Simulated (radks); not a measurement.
Values are calculated unless marked as measured or tabulated.
Task: These are the eigenvalues of the occupied orbitals of an atom or ion with whole-number occupations (hartree). Level of theory: Dirac Kohn-Sham, PBE, spin-unpolarised, spherical densities, point nucleus (a radial shooting solver on a logarithmic mesh with Libxc functionals).

orbital  eigenvalue
1s1/2     -1121.506
2s1/2     -245.6179
2p1/2     -237.3490
2p3/2     -229.0862

Which element is it, and in what charge state? The configuration may be excited. Open shells, if any, fill j = l - 1/2 first.

Result: Z = 49, indium, charge +40: In40+ in [He] 2s2 2p5. The list shows which subshells hold electrons but not how many an open one holds; the 1s level, -1121.5 hartree, gives Z - s = 47.4 by -(Z - s)^2/2, which with screening and relativity narrows Z to a few neighbours, and the depths of the outer levels then fix element, charge and occupations together.
